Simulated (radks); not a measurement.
Effect of the nuclear size on neutral fluorine, [He] 2s2 2p5. All-electron calculation, Dirac Kohn-Sham, exchange-only LDA, spin-unpolarised, spherical densities, finite nucleus; open shells are shared between the two j in proportion to 2j + 1; Fermi nuclear charge, rms radius 2.8976 fm. Program: a radial shooting solver on a logarithmic mesh with Libxc functionals. The rms radius is varied about that value; shifts are against it.

rms radius (fm)  total energy shift (eV)  density at nucleus (e/bohr^3)  1s1/2 shift (meV)
2.489                          -0.000185                          459.2             -0.075
2.6223                         -0.000128                            459             -0.052
2.8976                                 0                          458.8              0.000
3.0164                         0.0000590                          458.7              0.024
3.425                           0.000280                          458.3              0.114

Slopes of the eigenvalues against <r^2> in GHz/fm^2, as finite differences over the two radii next to the reference (eigenvalue slopes, not the field-shift constants of lines): 1s1/2 8.25.
